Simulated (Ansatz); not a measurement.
The cluster Sr2O3⁻. Total charge -1; doublet. Geometry PBE0-D4/def2-SVPD; atoms count from 1.

```xyz
5

Sr    1.114    0.934    0.336
Sr   -1.940   -0.245   -0.221
O    -0.967    1.645    0.351
O     1.619   -1.243   -0.196
O     0.173   -1.091   -0.270
```

In the def2 sets Sr takes a core potential; there is no spin–orbit coupling. The structure holds 1 bond(s) between oxygen atoms. The highest occupied level of the charge -1 doublet lies above zero (up to 0.58 eV). It is a level of α spin, whose loss leaves a singlet; that state wasn't run at this geometry and level. The electron is either unbound and held by the finite basis, or the level is raised by self-interaction error. Another isomer (doublet) lies 0.72 eV lower at PBE0-D4/def2-TZVPD; other spin states weren't run for this one.

**Question.** Estimate the Mulliken populations from the PBE0/def2-TZVPD orbitals of Ansatz.

**Answer.** 
```json
{"atom": "Sr1", "charge (e)": "1.15", "spin (α − β)": "0.44"}
{"atom": "Sr2", "charge (e)": "1.25", "spin (α − β)": "0.63"}
{"atom": "O3", "charge (e)": "-1.66", "spin (α − β)": "-0.02"}
{"atom": "O4", "charge (e)": "-0.89", "spin (α − β)": "-0.01"}
{"atom": "O5", "charge (e)": "-0.86", "spin (α − β)": "-0.05"}
```
Mulliken values and Mayer orders depend strongly on the basis. With diffuse functions, as here, like atoms can get unlike values, and bond orders can come out too low or too high.

**Question.** Where does the spin sit?

**Answer.** Summed by element: Sr 1.07, O -0.07, of 1 unpaired in all. Largest on single atoms: Sr2 0.63, Sr1 0.44, O5 -0.05.

**Question.** And the Mayer bond orders between bonded heavy atoms (over 0.3)?

**Answer.** Sr1–Sr2 0.51 (3.32 Å); O4–O5 0.60 (1.46 Å).
